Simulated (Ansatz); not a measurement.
Input for Ansatz (a quantum-chemistry and plane-wave program): U-CCSD(T)/cc-pVTZ on FGaH2 (SMILES [F][GaH2]), a point of a bond scan (R = 2.334 Å). The run froze 15 orbitals, filled d shells among them.

Ansatz 0.2 input:
```yaml
crystal:
  periodic: [false, false, false]
  atoms:
    - {symbol: Ga, position_ang: [-0.15314797, -0.29827289, 0.09911006]}
    - {symbol: H, position_ang: [1.01222835, -1.43761420, 1.77026606]}
    - {symbol: H, position_ang: [-1.47626948, -0.60250567, -0.66151679]}
    - {symbol: F, position_ang: [0.62223187, 1.21186655, -0.40267879]}
basis:
  gaussian:
    orbitals: cc-pVTZ
correlation: {method: ccsd_t, electrons: outside_noble_gas}
scf: {omitted_lower_state_checks: [cluster_reference]}
magnetization: {spin_polarized: true, initial_magnetization: 0}
```

It printed:

```
WARN ansatz: RAYON_NUM_THREADS=1 ignored (pool sized by the plan → 1); use --threads N
Functional definition: HF
these checks for a lower state are left out or cut short: cluster_reference
integrals: 0.18 GiB planned
623 factors; integrals over basis functions are off by at most 1.4e-3 eV
mean field: 0.27 GiB planned
mean field evaluation 1: about -55070.5048 eV, gradient 2.3e1 eV
mean field evaluation 2: about -55070.5079 eV, gradient 2.3e1 eV
mean field evaluation 4: about -55072.6102 eV, gradient 1.3e0 eV
mean field evaluation 8: about -55072.6340 eV, gradient 8.6e-5 eV
mean field evaluation 16: about -55072.7113 eV, gradient 4.3e-2 eV
mean field evaluation 32: about -55069.4324 eV, gradient 1.9e0 eV
mean field -55072.71142677 eV, -2023.8848153093 hartree, gradient 7.2e-6 eV, S^2 0.306389; 4 other end points of the search recorded, 0 dependent functions left out
15 core orbitals not correlated, not the lowest: weight in the atoms' cores, before any rotation towards them, 0.966 or more for the frozen orbitals, at most 0.041 for the correlated occupied ones
reference -55072.71142677 eV, -2023.8848153093 hartree; 6, 6 occupied and 80, 80 virtual orbitals, 623 factors
second order -9.11527484 eV of doubles, -0.00000000 eV of singles
coupled cluster: 0.38 GiB planned
cycle   1  -9.14052062 eV  change   -2.5e-2 eV  update   9.6e-2
cycle   2  -9.43771976 eV  change   -3.0e-1 eV  update   5.4e-2
cycle   3  -9.65354606 eV  change   -2.2e-1 eV  update   4.4e-2
cycle   4  -9.72812858 eV  change   -7.5e-2 eV  update   3.0e-2
cycle   5  -9.79374431 eV  change   -6.6e-2 eV  update   1.6e-2
cycle   6  -9.81484324 eV  change   -2.1e-2 eV  update   6.2e-3
cycle   7  -9.81476057 eV  change    8.3e-5 eV  update   2.2e-3
cycle   8  -9.81519332 eV  change   -4.3e-4 eV  update   7.6e-4
cycle   9  -9.81560051 eV  change   -4.1e-4 eV  update   3.6e-4
cycle  10  -9.81541728 eV  change    1.8e-4 eV  update   1.3e-4
cycle  11  -9.81547674 eV  change   -5.9e-5 eV  update   5.6e-5
cycle  12  -9.81552149 eV  change   -4.5e-5 eV  update   2.1e-5
cycle  13  -9.81551762 eV  change    3.9e-6 eV  update   7.8e-6
coupled cluster: 0.38 GiB planned
perturbative correction -0.29421593 eV, -0.0108122359 hartree
Total energy: -55082.82116032 eV, -2024.2563411644 hartree
Checks for a lower state left out: cluster_reference
```

Self-consistency was reached. Its determinant has ⟨S²⟩ = 0.31, a mixture of spin states.

Cost: around 13 core-seconds (rough).
